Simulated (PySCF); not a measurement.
C4H4B2Cl2.
Bonds: B1–C2, C2–C3 (double), C3–C4 (double), C4–C5 (double), C2–B6, B6–Cl7, B6–Cl8. Hydrogens: H9, H10 on B1; H11, H12 on C5.

Theory: core-valence-separated Tamm–Dancoff BHandHLYP/aug-pcX-1 (pcseg-1 on H, def2-SVPD on Cl) in PySCF, non-relativistic, gas phase, PBE0-D3(BJ)/def2-SVP geometry.

Computed boron K-edge spectrum, Gaussian lines of 0.5 eV full width, highest printed point 100; it ends one width below the last computed root. No shift to experiment was applied.

(photon energy (eV), absorption): (184.6, 1), (184.8, 8), (185.0, 43), (185.2, 92), (185.4, 81), (185.6, 29), (185.8, 4), (186.0, 0), (186.2, 0), (186.4, 0), (186.6, 0), (186.8, 0), (187.0, 0), (187.2, 0), (187.4, 1), (187.6, 10), (187.8, 49), (188.0, 100), (188.2, 86), (188.4, 35), (188.6, 13), (188.8, 6), (189.0, 1), (189.2, 0), (189.4, 0), (189.6, 0), (189.8, 0), (190.0, 0), (190.2, 0), (190.4, 0), (190.6, 1), (190.8, 5), (191.0, 14), (191.2, 23), (191.4, 26), (191.6, 25), (191.8, 24), (192.0, 22)

Q: Assign the maxima to core holes.

A: 3 maxima:
- 185.3 eV: B1 (three-coordinate boron), 185.27 eV, f = 0.079, 100 % of the height at the exact maximum
- 188.1 eV: B6 (three-coordinate boron), 188.06 eV, f = 0.085, 100 % of the height at the exact maximum
- 191.4 eV: B1 (three-coordinate boron), 191.42 eV, f = 0.013, 60 % of the height at the exact maximum; B6 (three-coordinate boron), 191.12 eV, f = 0.009, 18 % of the height at the exact maximum

Further lines of some strength in the range: B1, 188.60 eV, f = 0.007; B1, 191.80 eV, f = 0.009.

Roots within 0.03 eV on the same or equivalent atoms count as one line; shares under 12 % aren't listed.

Vibrational structure and lifetime widths aren't in the curve. The ionisation threshold wasn't computed; near and above it a finite basis only mimics Rydberg series and continuum.

Shape of the structure used: `[BH2:1][C:2](=[C:3]=[C:4]=[CH2:5])[B:6]([Cl:7])[Cl:8]`: B1–C2–B6–Cl7 1°.
